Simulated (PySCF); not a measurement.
## A run, input to output

The script drives PySCF SCF with an in-house response code with single-precision fitted integrals, so total energies wander by about 1e-6 Eh between cycles (the fitting error itself is about 1e-3 Eh and cancels in differences); atoms count from 0. Pop asks for populations, which are stored and not printed.

Job and coordinates (Å):

```
{"job": {"kind": "nmr", "xc": "KT3", "basis": "pcSseg-1", "pop": false}, "charge": 0, "multiplicity": 1}
P      1.384995    -1.887516    -3.991421
N     -1.383689    -0.950352    -3.743097
P     -0.126134    -1.211306    -2.576631
P     -2.793343    -1.462402    -2.872464
P      1.539526    -0.848383     4.823328
P      1.683092    -0.714459     0.394612
P     -1.826587    -0.598544     4.899425
P     -0.121801    -0.836939     6.247085
P     -1.456327    -1.341341     0.380165
P      0.050551    -0.873422     1.891014
P      2.220426    -0.216993    -5.133822
P      0.493963     1.147364    -5.092025
P     -1.267861    -0.146251    -5.322097
P      1.599014     1.262408     4.054504
P      1.342847     1.341022    -0.371844
P     -0.083687     1.274826     2.602010
P     -1.576491     1.467932     4.199795
P     -0.187592     0.929448    -1.862937
P     -1.888374     0.669882    -0.449267
P     -3.413522     0.463975    -2.034367
P      3.336122    -0.654148     1.845730
P      3.196946     1.415398     2.557184
Si     3.141617    -2.612931    -2.806077
H      4.306258    -1.746628    -3.021178
H      3.410081    -3.925304    -3.402935
H      2.792706    -2.747502    -1.393219
Si    -4.301487    -1.862826    -4.493212
H     -5.527430    -1.080872    -4.313809
H     -4.606246    -3.281481    -4.285071
H     -3.777811    -1.669933    -5.845868
Si     3.197250    -0.832136     6.354258
H      4.301555    -1.555875     5.715099
H      2.711301    -1.573723     7.520321
H      3.627122     0.515769     6.754864
Si    -3.466074    -0.330165     6.423472
H     -3.710671     1.084819     6.734537
H     -3.102320    -1.072275     7.633325
H     -4.640920    -0.922094     5.771654
Si     0.034473     1.067213     7.483359
H      1.138390     0.764538     8.402124
H     -1.252320     1.162679     8.183500
H      0.307576     2.295344     6.731286
Si    -3.123337    -1.966363     1.754426
H     -4.091860    -2.627069     0.874194
H     -3.812320    -0.914070     2.511152
H     -2.483792    -2.946306     2.629475
Si     2.128997    -1.409149    -7.061299
H      3.012108    -2.551171    -6.808595
H      2.652977    -0.523780    -8.110660
H      0.764123    -1.850834    -7.383211
Si     0.581938     1.979378    -7.186994
H      1.992769     2.210656    -7.496475
H     -0.138019     3.252531    -7.103332
H     -0.030484     1.106211    -8.195541
Si    -2.694960     1.612739    -5.173919
H     -2.579235     2.170435    -6.528874
H     -2.376744     2.636034    -4.181660
H     -4.053609     1.087580    -5.017498
Si     3.001799     1.715061    -1.849572
H      2.390367     2.468473    -2.943484
H      3.673641     0.497243    -2.310727
H      3.953871     2.566052    -1.127999
Si    -3.445966     1.999392     3.069727
H     -3.462153     1.617118     1.656855
H     -3.469934     3.457140     3.207268
H     -4.579832     1.400339     3.785820
Si    -5.272720    -0.227521    -0.981741
H     -5.476799    -1.668596    -1.165456
H     -6.329504     0.505388    -1.684437
H     -5.256762     0.130769     0.435887
Si     5.191444    -0.546957     0.576153
H      5.123017    -1.677345    -0.352290
H      6.268264    -0.748377     1.555419
H      5.414500     0.716466    -0.130459
Si     5.021558     1.596225     3.861536
H      4.679098     2.520782     4.944887
H      6.018537     2.190595     2.964378
H      5.528551     0.334048     4.405995
```

Command:

```bash
OMP_NUM_THREADS=8 python large_run.py task.json out
```

Task: What does the program print?

Result: 
```
start: PBE on a coarse grid of 79100 points
cycle   1  E = -11295.3110115656  dE =  3.102e+00  |g| = 6.216e-01  |ddm| = 1.003e+01
cycle   2  E = -11295.1599486505  dE =  1.511e-01  |g| = 9.717e-01  |ddm| = 2.416e+00
cycle   3  E = -11295.3224693467  dE = -1.625e-01  |g| = 5.412e-01  |ddm| = 2.192e+00
cycle   4  E = -11295.3883763849  dE = -6.591e-02  |g| = 1.776e-01  |ddm| = 1.122e+00
cycle   5  E = -11295.3975169202  dE = -9.141e-03  |g| = 7.318e-02  |ddm| = 5.187e-01
cycle   6  E = -11295.3988520501  dE = -1.335e-03  |g| = 3.900e-02  |ddm| = 2.257e-01
cycle   7  E = -11295.3992953728  dE = -4.433e-04  |g| = 1.326e-02  |ddm| = 1.038e-01
cycle   8  E = -11295.3993571330  dE = -6.176e-05  |g| = 4.665e-03  |ddm| = 3.431e-02
final grid: 584815 points
cycle   9  E = -11388.4893851857  dE = -1.962e-01  |g| = 7.047e-01  |ddm| = 1.676e+00
cycle  10  E = -11388.4938042178  dE = -4.419e-03  |g| = 3.862e-01  |ddm| = 1.040e+00
cycle  11  E = -11388.4738624400  dE =  1.994e-02  |g| = 3.699e-01  |ddm| = 1.183e+00
cycle  12  E = -11388.5151557105  dE = -4.129e-02  |g| = 4.915e-02  |ddm| = 7.174e-01
cycle  13  E = -11388.5158983430  dE = -7.426e-04  |g| = 1.785e-02  |ddm| = 1.291e-01
cycle  14  E = -11388.5159944019  dE = -9.606e-05  |g| = 7.241e-03  |ddm| = 4.938e-02
cycle  15  E = -11388.5160025396  dE = -8.138e-06  |g| = 2.466e-03  |ddm| = 2.007e-02
cycle  16  E = -11388.5160108759  dE = -8.336e-06  |g| = 1.277e-03  |ddm| = 7.409e-03
cycle  17  E = -11388.5160079938  dE =  2.882e-06  |g| = 4.326e-04  |ddm| = 3.446e-03
cycle  18  E = -11388.5160056272  dE =  2.367e-06  |g| = 1.585e-04  |ddm| = 1.178e-03
cycle  19  E = -11388.5160120982  dE = -6.471e-06  |g| = 5.297e-05  |ddm| = 4.094e-04
converged SCF energy = -11388.5160120982

GIAO shielding tensors (ppm)
atom      isotropic    diamagn.    paramagn.     s11        s22        s33       span
  0 P      451.289     976.436    -525.146    376.689    425.609    551.570    174.882
  1 N      211.721     343.949    -132.228    177.300    197.445    260.417     83.117
  2 P      193.953     970.095    -776.143      5.715    198.941    377.202    371.487
  3 P      276.942     976.601    -699.659     23.421    267.982    539.421    516.000
  4 P      474.365     975.324    -500.960    396.707    451.244    575.142    178.435
  5 P      333.416     969.271    -635.855    294.030    344.761    361.456     67.426
  6 P      497.918     975.428    -477.510    432.003    511.560    550.190    118.187
  7 P      435.108     978.174    -543.067    356.901    424.921    523.500    166.599
  8 P      426.683     970.320    -543.637    347.356    382.939    549.755    202.399
  9 P      334.273     967.352    -633.079    260.961    300.048    441.809    180.849
 10 P      483.126     973.912    -490.786    378.532    514.946    555.900    177.368
 11 P      496.884     975.866    -478.982    341.092    540.208    609.352    268.259
 12 P      315.823     973.986    -658.164    142.719    256.226    548.523    405.804
 13 P      336.944     976.828    -639.884    258.305    345.558    406.968    148.662
 14 P      447.564     970.385    -522.821    375.610    400.306    566.777    191.168
 15 P      345.736     967.241    -621.504    228.050    344.846    464.313    236.262
 16 P      424.940     977.118    -552.178    320.879    438.573    515.369    194.490
 17 P      327.197     970.031    -642.834    219.578    355.701    406.311    186.734
 18 P      341.160     969.746    -628.586    278.291    340.397    404.792    126.501
 19 P      461.751     977.935    -516.184    397.478    468.348    519.427    121.949
 20 P      458.609     974.946    -516.338    377.937    439.204    558.686    180.749
 21 P      456.029     975.433    -519.404    377.108    434.748    556.232    179.124
 22 Si     428.499     885.879    -457.380    383.738    437.718    464.041     80.303
 23 H       27.808      33.543      -5.735     25.081     26.961     31.381      6.300
 24 H       27.480      32.756      -5.277     22.653     25.744     34.043     11.389
 25 H       26.399      33.824      -7.426     20.770     26.442     31.985     11.215
 26 Si     461.069     887.505    -426.437    429.320    470.403    483.482     54.162
 27 H       28.240      32.109      -3.870     24.361     27.280     33.079      8.718
 28 H       27.977      31.717      -3.740     23.843     25.957     34.129     10.286
 29 H       26.591      32.403      -5.813     20.996     28.316     30.460      9.464
 30 Si     430.437     889.218    -458.781    399.548    422.451    469.314     69.766
 31 H       27.556      34.584      -7.028     22.972     26.671     33.025     10.053
 32 H       27.879      34.275      -6.396     23.884     26.364     33.389      9.505
 33 H       27.703      34.703      -7.000     24.860     26.244     32.005      7.145
 34 Si     429.643     888.059    -458.416    398.784    421.819    468.326     69.542
 35 H       27.819      33.430      -5.611     24.972     25.814     32.672      7.700
 36 H       27.866      33.091      -5.225     23.914     26.084     33.598      9.684
 37 H       27.584      32.067      -4.483     22.622     26.576     33.553     10.930
 38 Si     459.534     889.412    -429.878    447.192    454.257    477.151     29.959
 39 H       27.966      32.880      -4.914     23.385     27.314     33.199      9.814
 40 H       27.943      33.122      -5.179     23.067     27.443     33.320     10.252
 41 H       25.740      36.186     -10.446     21.781     27.285     28.153      6.371
 42 Si     429.810     885.914    -456.104    408.109    423.479    457.841     49.731
 43 H       27.578      34.390      -6.812     23.118     26.923     32.693      9.575
 44 H       26.928      35.276      -8.348     22.590     26.840     31.354      8.764
 45 H       26.851      33.044      -6.193     23.156     26.569     30.829      7.674
 46 Si     452.586     888.196    -435.610    426.673    448.863    482.223     55.550
 47 H       28.267      32.044      -3.777     23.627     27.193     33.982     10.355
 48 H       27.673      32.108      -4.435     23.031     25.543     34.446     11.415
 49 H       26.969      34.657      -7.688     22.594     27.824     30.489      7.895
 50 Si     444.145     888.477    -444.333    428.435    432.488    471.511     43.075
 51 H       27.845      33.347      -5.502     23.773     26.058     33.705      9.931
 52 H       27.876      32.819      -4.943     23.101     26.175     34.352     11.252
 53 H       27.731      32.854      -5.124     24.340     25.788     33.064      8.724
 54 Si     437.249     886.782    -449.533    382.012    457.731    472.004     89.992
 55 H       27.975      33.798      -5.823     23.089     26.861     33.976     10.887
 56 H       26.941      33.892      -6.952     23.470     27.346     30.005      6.535
 57 H       26.955      35.628      -8.674     23.078     27.002     30.784      7.707
 58 Si     433.071     886.528    -453.457    413.858    425.730    459.625     45.767
 59 H       26.732      33.588      -6.856     21.851     26.984     31.362      9.511
 60 H       27.343      35.660      -8.317     24.034     27.196     30.800      6.766
 61 H       27.340      34.364      -7.023     22.485     26.635     32.901     10.416
 62 Si     441.303     886.695    -445.392    419.425    442.440    462.044     42.618
 63 H       26.118      34.035      -7.916     19.004     25.567     33.785     14.782
 64 H       27.407      33.101      -5.694     23.262     25.473     33.485     10.223
 65 H       28.061      34.634      -6.573     24.185     27.350     32.648      8.464
 66 Si     450.237     886.515    -436.278    432.600    450.914    467.197     34.596
 67 H       28.272      33.671      -5.399     25.574     26.701     32.540      6.966
 68 H       27.878      32.612      -4.733     22.813     25.914     34.908     12.096
 69 H       27.805      32.258      -4.453     22.220     28.693     32.503     10.283
 70 Si     438.356     886.853    -448.497    401.113    439.074    474.880     73.767
 71 H       27.573      32.909      -5.336     22.734     27.391     32.595      9.861
 72 H       27.898      33.108      -5.210     22.638     26.756     34.301     11.663
 73 H       27.674      33.205      -5.531     23.659     28.099     31.265      7.606
 74 Si     432.370     888.504    -456.134    398.825    423.397    474.887     76.062
 75 H       27.650      34.767      -7.118     23.875     26.159     32.915      9.040
 76 H       27.686      32.401      -4.716     22.643     26.238     34.176     11.533
 77 H       27.773      34.494      -6.721     24.304     26.944     32.071      7.768
```

Task: Roughly how long does this take on 8 threads of Arm Neoverse N1 (shared host), and how large is the basis?

Result: About 120 s of wall time, peak memory 4.7 GiB; 1067 basis functions and 2296 fitting functions.
